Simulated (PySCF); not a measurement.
# Computed records: Al$_{2}$H$_{3}$

All values are calculated (PySCF 2.14.0). Calculation on a computer-drawn molecule: vertical ionisation energy to the stated ion spin, frozen-core CCSD(T) at the basis limit and cheaper methods, single-reference cases, UHF for radicals, no spin-orbit; all values are single points at the evaluated structure, the first of each entry, which is the reference or a displaced copy of it and isn't optimised; the reference structure only sets the zero of the energies above reference; triples share is (T) over the correlation energy.

Common to all runs: charge 1; multiplicity 1; ion multiplicity 2; diffuse functions no; basis cc-pV(n+d)Z; reference is the Hartree-Fock double-zeta minimum; best is HF at quadruple zeta + MP2 correlation extrapolated from triple and quadruple zeta + CCSD(T) minus MP2 at triple zeta; basis step is the size of the change from the same recipe one zeta lower.

```json
{"entry": 1, "formula": "Al2H3", "evaluated_structure": {"atoms_angstrom": [["Al", -0.6034, 1.4807, 3.0794], ["Al", -1.5604, -0.5919, 1.568], ["H", -0.1054, 2.6933, 3.9221], ["H", -1.033, -1.9833, 2.0442], ["H", -2.4608, -0.0462, 0.2948]]}, "reference_structure": {"atoms_angstrom": [["Al", -0.6019, 1.4863, 3.0333], ["Al", -1.5321, -0.5962, 1.5613], ["H", -0.0662, 2.6844, 3.8809], ["H", -1.0242, -1.9654, 2.0997], ["H", -2.4406, -0.1231, 0.3893]]}, "given": {"drawn_bonds_atom": [1, 1, 2, 2], "drawn_bonds_other_atom": [2, 3, 4, 5], "drawn_bonds_order": [1, 1, 1, 1]}, "results": {"ionisation_energy_best [eV]": 15.27, "ionisation_energy_basis_step [eV]": 0.03282, "energy_above_reference_best [kcal/mol]": 1.457, "energy_above_reference_basis_step [kcal/mol]": 0.07, "triple_zeta_method": ["HF", "PBE", "r2SCAN", "B3LYP", "wB97X", "MP2", "CCSD", "CCSD(T)"], "triple_zeta_ionisation_energy [eV]": [14.41, 14.82, 14.87, 15.01, 15.15, 15.14, 15.17, 15.18], "triple_zeta_energy_above_reference [kcal/mol]": [1.684, 0.8787, 1.306, 1.435, 1.632, 1.678, 1.491, 1.438], "ionisation_energy_Koopmans_at_triple_zeta [eV]": 15.19, "ionisation_energy_EOM_CCSD_at_triple_zeta [eV]": 15.24, "total_energy_HF_triple_zeta [hartree]": -485.3217, "total_energy_CCSD(T)_triple_zeta [hartree]": -485.4866, "total_energy_best [hartree]": -485.5056, "T1_diagnostic_at_triple_zeta": 0.01136, "D1_diagnostic_at_triple_zeta": 0.0242, "ion_T1_diagnostic_at_triple_zeta": 0.02814, "ion_D1_diagnostic_at_triple_zeta": 0.06115, "ion_spin_squared_at_triple_zeta": 0.8155, "triples_share_at_triple_zeta": 0.01993, "basis_functions_triple_zeta": 120}}
{"entry": 2, "formula": "Al2H3", "evaluated_structure": {"atoms_angstrom": [["Al", -0.6034, 1.4807, 3.0794], ["Al", -1.5604, -0.5919, 1.568], ["H", -0.1054, 2.6933, 3.9221], ["H", -1.033, -1.9833, 2.0442], ["H", -2.6908, 0.0931, -0.0304]]}, "reference_structure": {"atoms_angstrom": [["Al", -0.6019, 1.4863, 3.0333], ["Al", -1.5321, -0.5962, 1.5613], ["H", -0.0662, 2.6844, 3.8809], ["H", -1.0242, -1.9654, 2.0997], ["H", -2.4406, -0.1231, 0.3893]]}, "given": {"drawn_bonds_atom": [1, 1, 2, 2], "drawn_bonds_other_atom": [2, 3, 4, 5], "drawn_bonds_order": [1, 1, 1, 1]}, "results": {"ionisation_energy_best [eV]": 14.66, "ionisation_energy_basis_step [eV]": 0.02542, "energy_above_reference_best [kcal/mol]": 24.03, "energy_above_reference_basis_step [kcal/mol]": 0.07615, "triple_zeta_method": ["HF", "PBE", "r2SCAN", "B3LYP", "wB97X", "MP2", "CCSD", "CCSD(T)"], "triple_zeta_ionisation_energy [eV]": [13.45, 14.31, 14.28, 14.45, 14.57, 14.38, 14.54, 14.57], "triple_zeta_energy_above_reference [kcal/mol]": [27.26, 21.09, 23.38, 23.88, 25.57, 26.02, 24.22, 23.8], "ionisation_energy_Koopmans_at_triple_zeta [eV]": 14.7, "ionisation_energy_EOM_CCSD_at_triple_zeta [eV]": 14.65, "total_energy_HF_triple_zeta [hartree]": -485.2809, "total_energy_CCSD(T)_triple_zeta [hartree]": -485.4510, "total_energy_best [hartree]": -485.4696, "T1_diagnostic_at_triple_zeta": 0.01508, "D1_diagnostic_at_triple_zeta": 0.03519, "ion_T1_diagnostic_at_triple_zeta": 0.03118, "ion_D1_diagnostic_at_triple_zeta": 0.08356, "ion_spin_squared_at_triple_zeta": 0.832, "triples_share_at_triple_zeta": 0.02281, "basis_functions_triple_zeta": 120}}
{"entry": 3, "formula": "Al2H3", "evaluated_structure": {"atoms_angstrom": [["Al", -0.7277, 1.4569, 2.9761], ["Al", -1.5306, -0.5883, 1.5298], ["H", -0.0873, 2.6687, 3.884], ["H", -1.0529, -1.9558, 2.1396], ["H", -2.4861, -0.1502, 0.4268]]}, "reference_structure": {"atoms_angstrom": [["Al", -0.6019, 1.4863, 3.0333], ["Al", -1.5321, -0.5962, 1.5613], ["H", -0.0662, 2.6844, 3.8809], ["H", -1.0242, -1.9654, 2.0997], ["H", -2.4406, -0.1231, 0.3893]]}, "given": {"drawn_bonds_atom": [1, 1, 2, 2], "drawn_bonds_other_atom": [2, 3, 4, 5], "drawn_bonds_order": [1, 1, 1, 1]}, "results": {"ionisation_energy_best [eV]": 15.42, "ionisation_energy_basis_step [eV]": 0.03179, "energy_above_reference_best [kcal/mol]": 1.573, "energy_above_reference_basis_step [kcal/mol]": 0.03911, "triple_zeta_method": ["HF", "PBE", "r2SCAN", "B3LYP", "wB97X", "MP2", "CCSD", "CCSD(T)"], "triple_zeta_ionisation_energy [eV]": [14.54, 14.93, 14.98, 15.13, 15.28, 15.29, 15.31, 15.32], "triple_zeta_energy_above_reference [kcal/mol]": [2.254, 1.247, 1.462, 1.608, 1.599, 1.863, 1.659, 1.604], "ionisation_energy_Koopmans_at_triple_zeta [eV]": 15.34, "ionisation_energy_EOM_CCSD_at_triple_zeta [eV]": 15.38, "total_energy_HF_triple_zeta [hartree]": -485.3208, "total_energy_CCSD(T)_triple_zeta [hartree]": -485.4864, "total_energy_best [hartree]": -485.5054, "T1_diagnostic_at_triple_zeta": 0.01144, "D1_diagnostic_at_triple_zeta": 0.02415, "ion_T1_diagnostic_at_triple_zeta": 0.02961, "ion_D1_diagnostic_at_triple_zeta": 0.06573, "ion_spin_squared_at_triple_zeta": 0.8272, "triples_share_at_triple_zeta": 0.01987, "basis_functions_triple_zeta": 120}}
{"entry": 4, "formula": "Al2H3", "evaluated_structure": {"atoms_angstrom": [["Al", -0.6032, 1.5154, 3.0288], ["Al", -1.5422, -0.6084, 1.5869], ["H", -0.0755, 2.6951, 3.8983], ["H", -0.8777, -2.3858, 2.2457], ["H", -2.432, -0.1343, 0.3959]]}, "reference_structure": {"atoms_angstrom": [["Al", -0.6019, 1.4863, 3.0333], ["Al", -1.5321, -0.5962, 1.5613], ["H", -0.0662, 2.6844, 3.8809], ["H", -1.0242, -1.9654, 2.0997], ["H", -2.4406, -0.1231, 0.3893]]}, "given": {"drawn_bonds_atom": [1, 1, 2, 2], "drawn_bonds_other_atom": [2, 3, 4, 5], "drawn_bonds_order": [1, 1, 1, 1]}, "results": {"ionisation_energy_best [eV]": 14.84, "ionisation_energy_basis_step [eV]": 0.02824, "energy_above_reference_best [kcal/mol]": 19.78, "energy_above_reference_basis_step [kcal/mol]": 0.02392, "triple_zeta_method": ["HF", "PBE", "r2SCAN", "B3LYP", "wB97X", "MP2", "CCSD", "CCSD(T)"], "triple_zeta_ionisation_energy [eV]": [13.68, 14.45, 14.44, 14.6, 14.76, 14.6, 14.73, 14.75], "triple_zeta_energy_above_reference [kcal/mol]": [22.35, 17.18, 19.16, 19.63, 20.96, 21.39, 19.93, 19.59], "ionisation_energy_Koopmans_at_triple_zeta [eV]": 14.87, "ionisation_energy_EOM_CCSD_at_triple_zeta [eV]": 14.82, "total_energy_HF_triple_zeta [hartree]": -485.2887, "total_energy_CCSD(T)_triple_zeta [hartree]": -485.4577, "total_energy_best [hartree]": -485.4764, "T1_diagnostic_at_triple_zeta": 0.01425, "D1_diagnostic_at_triple_zeta": 0.03253, "ion_T1_diagnostic_at_triple_zeta": 0.03561, "ion_D1_diagnostic_at_triple_zeta": 0.103, "ion_spin_squared_at_triple_zeta": 0.848, "triples_share_at_triple_zeta": 0.02221, "basis_functions_triple_zeta": 120}}
{"entry": 5, "formula": "Al2H3", "evaluated_structure": {"atoms_angstrom": [["Al", -0.6082, 1.4963, 3.0337], ["Al", -1.5396, -0.6005, 1.5853], ["H", -0.0704, 2.686, 3.8797], ["H", -1.0204, -1.9632, 2.107], ["H", -2.4487, -0.1213, 0.382]]}, "reference_structure": {"atoms_angstrom": [["Al", -0.6019, 1.4863, 3.0333], ["Al", -1.5321, -0.5962, 1.5613], ["H", -0.0662, 2.6844, 3.8809], ["H", -1.0242, -1.9654, 2.0997], ["H", -2.4406, -0.1231, 0.3893]]}, "given": {"drawn_bonds_atom": [1, 1, 2, 2], "drawn_bonds_other_atom": [2, 3, 4, 5], "drawn_bonds_order": [1, 1, 1, 1]}, "results": {"ionisation_energy_best [eV]": 15.35, "ionisation_energy_basis_step [eV]": 0.03259, "energy_above_reference_best [kcal/mol]": 0.1286, "energy_above_reference_basis_step [kcal/mol]": 0.01691, "triple_zeta_method": ["HF", "PBE", "r2SCAN", "B3LYP", "wB97X", "MP2", "CCSD", "CCSD(T)"], "triple_zeta_ionisation_energy [eV]": [14.47, 14.89, 14.94, 15.08, 15.21, 15.2, 15.24, 15.25], "triple_zeta_energy_above_reference [kcal/mol]": [0.1585, 0.07927, 0.117, 0.1439, 0.1444, 0.1574, 0.1387, 0.1335], "ionisation_energy_Koopmans_at_triple_zeta [eV]": 15.25, "ionisation_energy_EOM_CCSD_at_triple_zeta [eV]": 15.31, "total_energy_HF_triple_zeta [hartree]": -485.3241, "total_energy_CCSD(T)_triple_zeta [hartree]": -485.4887, "total_energy_best [hartree]": -485.5077, "T1_diagnostic_at_triple_zeta": 0.01098, "D1_diagnostic_at_triple_zeta": 0.02326, "ion_T1_diagnostic_at_triple_zeta": 0.02624, "ion_D1_diagnostic_at_triple_zeta": 0.05854, "ion_spin_squared_at_triple_zeta": 0.804, "triples_share_at_triple_zeta": 0.01951, "basis_functions_triple_zeta": 120}}
{"entry": 6, "formula": "Al2H3", "evaluated_structure": {"atoms_angstrom": [["Al", -0.6082, 1.4963, 3.0337], ["Al", -1.5396, -0.6005, 1.5853], ["H", -0.0704, 2.686, 3.8797], ["H", -1.0204, -1.9632, 2.107], ["H", -2.3683, -0.1637, 0.4885]]}, "reference_structure": {"atoms_angstrom": [["Al", -0.6019, 1.4863, 3.0333], ["Al", -1.5321, -0.5962, 1.5613], ["H", -0.0662, 2.6844, 3.8809], ["H", -1.0242, -1.9654, 2.0997], ["H", -2.4406, -0.1231, 0.3893]]}, "given": {"drawn_bonds_atom": [1, 1, 2, 2], "drawn_bonds_other_atom": [2, 3, 4, 5], "drawn_bonds_order": [1, 1, 1, 1]}, "results": {"ionisation_energy_best [eV]": 15.38, "ionisation_energy_basis_step [eV]": 0.0331, "energy_above_reference_best [kcal/mol]": 2.903, "energy_above_reference_basis_step [kcal/mol]": 0.1647, "triple_zeta_method": ["HF", "PBE", "r2SCAN", "B3LYP", "wB97X", "MP2", "CCSD", "CCSD(T)"], "triple_zeta_ionisation_energy [eV]": [14.48, 14.93, 14.98, 15.12, 15.24, 15.22, 15.27, 15.28], "triple_zeta_energy_above_reference [kcal/mol]": [2.66, 3.462, 2.996, 2.756, 2.671, 2.631, 2.811, 2.868], "ionisation_energy_Koopmans_at_triple_zeta [eV]": 15.26, "ionisation_energy_EOM_CCSD_at_triple_zeta [eV]": 15.34, "total_energy_HF_triple_zeta [hartree]": -485.3201, "total_energy_CCSD(T)_triple_zeta [hartree]": -485.4844, "total_energy_best [hartree]": -485.5033, "T1_diagnostic_at_triple_zeta": 0.0105, "D1_diagnostic_at_triple_zeta": 0.02231, "ion_T1_diagnostic_at_triple_zeta": 0.02529, "ion_D1_diagnostic_at_triple_zeta": 0.05722, "ion_spin_squared_at_triple_zeta": 0.8019, "triples_share_at_triple_zeta": 0.01896, "basis_functions_triple_zeta": 120}}
{"entry": 7, "formula": "Al2H3", "evaluated_structure": {"atoms_angstrom": [["Al", -0.6082, 1.4963, 3.0337], ["Al", -1.5396, -0.6005, 1.5853], ["H", -0.0704, 2.686, 3.8797], ["H", -1.0204, -1.9632, 2.107], ["H", -2.3723, -0.1616, 0.4831]]}, "reference_structure": {"atoms_angstrom": [["Al", -0.6019, 1.4863, 3.0333], ["Al", -1.5321, -0.5962, 1.5613], ["H", -0.0662, 2.6844, 3.8809], ["H", -1.0242, -1.9654, 2.0997], ["H", -2.4406, -0.1231, 0.3893]]}, "given": {"drawn_bonds_atom": [1, 1, 2, 2], "drawn_bonds_other_atom": [2, 3, 4, 5], "drawn_bonds_order": [1, 1, 1, 1]}, "results": {"ionisation_energy_best [eV]": 15.38, "ionisation_energy_basis_step [eV]": 0.03308, "energy_above_reference_best [kcal/mol]": 2.553, "energy_above_reference_basis_step [kcal/mol]": 0.1534, "triple_zeta_method": ["HF", "PBE", "r2SCAN", "B3LYP", "wB97X", "MP2", "CCSD", "CCSD(T)"], "triple_zeta_ionisation_energy [eV]": [14.48, 14.93, 14.98, 15.12, 15.24, 15.22, 15.27, 15.28], "triple_zeta_energy_above_reference [kcal/mol]": [2.318, 3.088, 2.645, 2.42, 2.335, 2.294, 2.467, 2.521], "ionisation_energy_Koopmans_at_triple_zeta [eV]": 15.26, "ionisation_energy_EOM_CCSD_at_triple_zeta [eV]": 15.34, "total_energy_HF_triple_zeta [hartree]": -485.3207, "total_energy_CCSD(T)_triple_zeta [hartree]": -485.4849, "total_energy_best [hartree]": -485.5038, "T1_diagnostic_at_triple_zeta": 0.01052, "D1_diagnostic_at_triple_zeta": 0.02235, "ion_T1_diagnostic_at_triple_zeta": 0.02531, "ion_D1_diagnostic_at_triple_zeta": 0.05725, "ion_spin_squared_at_triple_zeta": 0.8019, "triples_share_at_triple_zeta": 0.01898, "basis_functions_triple_zeta": 120}}
{"entry": 8, "formula": "Al2H3", "evaluated_structure": {"atoms_angstrom": [["Al", -0.6082, 1.4963, 3.0337], ["Al", -1.5396, -0.6005, 1.5853], ["H", -0.0704, 2.686, 3.8797], ["H", -1.0204, -1.9632, 2.107], ["H", -2.4372, -0.1274, 0.3972]]}, "reference_structure": {"atoms_angstrom": [["Al", -0.6019, 1.4863, 3.0333], ["Al", -1.5321, -0.5962, 1.5613], ["H", -0.0662, 2.6844, 3.8809], ["H", -1.0242, -1.9654, 2.0997], ["H", -2.4406, -0.1231, 0.3893]]}, "given": {"drawn_bonds_atom": [1, 1, 2, 2], "drawn_bonds_other_atom": [2, 3, 4, 5], "drawn_bonds_order": [1, 1, 1, 1]}, "results": {"ionisation_energy_best [eV]": 15.35, "ionisation_energy_basis_step [eV]": 0.03268, "energy_above_reference_best [kcal/mol]": 0.05573, "energy_above_reference_basis_step [kcal/mol]": 0.002406, "triple_zeta_method": ["HF", "PBE", "r2SCAN", "B3LYP", "wB97X", "MP2", "CCSD", "CCSD(T)"], "triple_zeta_ionisation_energy [eV]": [14.47, 14.9, 14.95, 15.09, 15.22, 15.2, 15.24, 15.26], "triple_zeta_energy_above_reference [kcal/mol]": [0.03269, 0.1074, 0.0675, 0.06065, 0.0409, 0.03827, 0.05497, 0.05972], "ionisation_energy_Koopmans_at_triple_zeta [eV]": 15.25, "ionisation_energy_EOM_CCSD_at_triple_zeta [eV]": 15.32, "total_energy_HF_triple_zeta [hartree]": -485.3243, "total_energy_CCSD(T)_triple_zeta [hartree]": -485.4888, "total_energy_best [hartree]": -485.5078, "T1_diagnostic_at_triple_zeta": 0.0109, "D1_diagnostic_at_triple_zeta": 0.0231, "ion_T1_diagnostic_at_triple_zeta": 0.02601, "ion_D1_diagnostic_at_triple_zeta": 0.05861, "ion_spin_squared_at_triple_zeta": 0.8028, "triples_share_at_triple_zeta": 0.01943, "basis_functions_triple_zeta": 120}}
{"entry": 9, "formula": "Al2H3", "evaluated_structure": {"atoms_angstrom": [["Al", -0.6265, 1.632, 3.0619], ["Al", -1.4809, -0.6332, 1.6047], ["H", 0.0667, 2.5585, 3.7652], ["H", -0.9968, -1.9138, 2.0797], ["H", -2.4432, -0.177, 0.409]]}, "reference_structure": {"atoms_angstrom": [["Al", -0.6019, 1.4863, 3.0333], ["Al", -1.5321, -0.5962, 1.5613], ["H", -0.0662, 2.6844, 3.8809], ["H", -1.0242, -1.9654, 2.0997], ["H", -2.4406, -0.1231, 0.3893]]}, "given": {"drawn_bonds_atom": [1, 1, 2, 2], "drawn_bonds_other_atom": [2, 3, 4, 5], "drawn_bonds_order": [1, 1, 1, 1]}, "results": {}}
{"entry": 10, "formula": "Al2H3", "evaluated_structure": {"atoms_angstrom": [["Al", -0.5161, 1.4135, 2.8959], ["Al", -1.6285, -0.5648, 1.5334], ["H", 0.1621, 2.65, 3.8261], ["H", -0.8912, -1.908, 2.0318], ["H", -2.4928, -0.0697, 0.3953]]}, "reference_structure": {"atoms_angstrom": [["Al", -0.6019, 1.4863, 3.0333], ["Al", -1.5321, -0.5962, 1.5613], ["H", -0.0662, 2.6844, 3.8809], ["H", -1.0242, -1.9654, 2.0997], ["H", -2.4406, -0.1231, 0.3893]]}, "given": {"drawn_bonds_atom": [1, 1, 2, 2], "drawn_bonds_other_atom": [2, 3, 4, 5], "drawn_bonds_order": [1, 1, 1, 1]}, "results": {}}
```

To be estimated
1. What total energy best does the calculation give for Al$_{2}$H$_{3}$ (entry 9)?
2. Estimate the ionisation energy basis step of Al$_{2}$H$_{3}$ (entry 10).

Calculated values
1. -485.4840 hartree
2. 0.0307 eV

Further results for Al$_{2}$H$_{3}$ (entry 9):

| Item | Value |
| --- | --- |
| ionisation energy best | 15.2 eV |
| ionisation energy basis step | 0.02925 eV |
| energy above reference best | 15 kcal/mol |
| energy above reference basis step | 0.3244 kcal/mol |
| ionisation energy Koopmans at triple zeta | 15.03 eV |
| ionisation energy EOM CCSD at triple zeta | 15.16 eV |
| total energy HF triple zeta | -485.3016 hartree |
| total energy CCSD(T) triple zeta | -485.4651 hartree |
| T1 diagnostic at triple zeta | 0.009955 |
| D1 diagnostic at triple zeta | 0.02098 |
| ion T1 diagnostic at triple zeta | 0.02302 |
| ion D1 diagnostic at triple zeta | 0.05596 |
| ion spin squared at triple zeta | 0.7875 |
| triples share at triple zeta | 0.01848 |
| basis functions triple zeta | 120 |

Triple zeta:
```csv
method,ionisation energy (eV),energy above reference (kcal/mol)
HF,14.28,14.3
PBE,14.79,15.98
r2SCAN,14.82,15.15
B3LYP,14.97,14.59
wB97X,15.07,14.63
MP2,15.02,14.44
CCSD,15.09,14.82
CCSD(T),15.11,14.93
```

Further results for Al$_{2}$H$_{3}$ (entry 10):

| Property | Result |
| --- | --- |
| ionisation energy best | 15.25 eV |
| energy above reference best | 3.624 kcal/mol |
| energy above reference basis step | 0.02631 kcal/mol |
| ionisation energy Koopmans at triple zeta | 15.16 eV |
| ionisation energy EOM CCSD at triple zeta | 15.21 eV |
| total energy HF triple zeta | -485.3169 hartree |
| total energy CCSD(T) triple zeta | -485.4832 hartree |
| total energy best | -485.5021 hartree |
| T1 diagnostic at triple zeta | 0.01183 |
| D1 diagnostic at triple zeta | 0.02525 |
| ion T1 diagnostic at triple zeta | 0.03101 |
| ion D1 diagnostic at triple zeta | 0.07131 |
| ion spin squared at triple zeta | 0.842 |
| triples share at triple zeta | 0.02038 |
| basis functions triple zeta | 120 |

Triple zeta:
```csv
method,ionisation energy (eV),energy above reference (kcal/mol)
HF,14.34,4.706
PBE,14.78,2.758
r2SCAN,14.82,3.388
B3LYP,14.96,3.593
wB97X,15.11,3.798
MP2,15.12,4.123
CCSD,15.13,3.727
CCSD(T),15.14,3.611
```
